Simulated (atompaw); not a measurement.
## An all-electron radial function and its pseudo partner (Ge)

Columns: radius, all-electron u(r) and pseudo u(r) of the 4s shell (level -15.48 eV) of germanium in the configuration [Ar] 3d10 4s2 4p1.5; LDA (PW92), non-relativistic, PAW (atompaw) scheme, atompaw 4.2.0.5.

| r (bohr) | all-electron | pseudo |
| --- | --- | --- |
| 0.104 | -0.1640 | -0.0855 |
| 0.208 | -0.1281 | -0.1699 |
| 0.312 | 0.1572 | -0.2522 |
| 0.415 | 0.3312 | -0.3305 |
| 0.519 | 0.3441 | -0.4055 |
| 0.623 | 0.2446 | -0.4754 |
| 0.727 | 0.0902 | -0.5396 |
| 0.831 | -0.0793 | -0.5972 |
| 0.935 | -0.2410 | -0.6479 |
| 1.038 | -0.3821 | -0.6907 |
| 1.142 | -0.5004 | -0.7263 |
| 1.246 | -0.5942 | -0.7541 |
| 1.350 | -0.6646 | -0.7742 |
| 1.454 | -0.7142 | -0.7866 |
| 1.558 | -0.7457 | -0.7917 |
| 1.662 | -0.7620 | -0.7899 |
| 1.765 | -0.7657 | -0.7818 |
| 1.869 | -0.7594 | -0.7680 |
| 1.973 | -0.7448 | -0.7491 |
| 2.077 | -0.7240 | -0.7259 |
| 2.181 | -0.6984 | -0.6991 |
| 2.285 | -0.6694 | -0.6696 |
| 2.388 | -0.6384 | -0.6384 |
| 2.492 | -0.6056 | -0.6056 |
| 2.596 | -0.5720 | -0.5720 |
| 2.700 | -0.5383 | -0.5383 |

How many radial nodes do the two functions have?

The all-electron 4s function has n − l − 1 = 3 (the table is too coarse to show those close to the nucleus); the pseudo-wave has 0, since the states of the same l below it are removed with the core.

Is the pseudo-wave norm-conserving?

No, it belongs to a PAW set: the norm inside the radius is not constrained, and the difference is carried by the augmentation charge.
